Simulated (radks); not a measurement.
Results of a calculation; reference values are marked as such.
Question: Neutral chromium is in [Ar] 3d(3/2: 4, 5/2: 0) 4s2. Level of theory: Dirac Kohn-Sham, BLYP, spin-unpolarised, spherical densities, finite nucleus; Fermi nuclear charge, rms radius of each element as measured or else 0.836 A^(1/3) + 0.57 fm (a radial shooting solver on a logarithmic mesh with Libxc functionals). Sub-shells are occupied by j as written (lower j first in brackets). One electron is removed from 3p1/2, 4s1/2, 3d3/2, 3p3/2 in turn, with full relaxation. Which removal costs least, and what does each cost?

Answer: 4s1/2 8.051 eV; 3d3/2 12.032 eV; 3p3/2 55.803 eV; 3p1/2 56.881 eV. The 4s1/2 electron leaves first. A further rearrangement lowers the ion to [Ar] 3d(3/2: 4, 5/2: 1), 7.151 eV above the parent.
